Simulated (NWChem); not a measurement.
Atomisation of CH₃Se₂

SMILES: C[Se][Se]
```xyz
6

C      2.1570     0.4079     0.0000
Se     0.5745    -0.7784     0.0000
Se    -1.1707     0.6525     0.0000
H      2.1371     1.0383     0.9078
H      3.0529    -0.2440     0.0000
H      2.1371     1.0383    -0.9078
```
Charge 0, spin multiplicity 2.

All runs are NWChem calculations. Structure: optimised with UPBE/def2-SVP, a minimum by its harmonic frequencies.

Basis set: def2-TZVP. The atomisation energy is electronic alone: no zero-point, thermal, spin-orbit or counterpoise terms. No value is extrapolated to the basis-set limit. Free atoms are single determinants with multiplicities C 3, Se 3, H 2. Correlated methods freeze the same cores in atoms and molecule, 19 orbitals in all.

| method | atomisation energy (kcal/mol) | relative cost |
|---|---|---|
| B3LYP | 436.5 | 1 |
| PBE | 452.5 | under 3 |
| PBE0 | 440.8 | under 3 |
| BP86 | 457.2 | under 3 |
| TPSS | 448.8 | under 3 |
| HF | 301.5 | under 3 |
| MP2 | 423.6 | 4 |
| CAM-B3LYP | 434.6 | 10 |

The values span 155.8 kcal/mol, from HF (lowest) to BP86 (highest). Relative cost: rough, from shared machines, SCF included, B3LYP = 1. Costs are the molecule's.

The Hamiltonian is non-relativistic. B3LYP has NWChem's definition, with VWN1-RPA local correlation. GW and range-separated runs recompute their integrals, the others keep them in memory, which bears on the times. The structure started from a generated list of species. The unpaired electrons of the parent sit in orbitals of symmetry a" (Cs labels of the run); other states weren't searched. The stability of the SCF solutions was not checked. Open-shell Hartree-Fock references start from PBE0 orbitals; any time given for them includes that run.
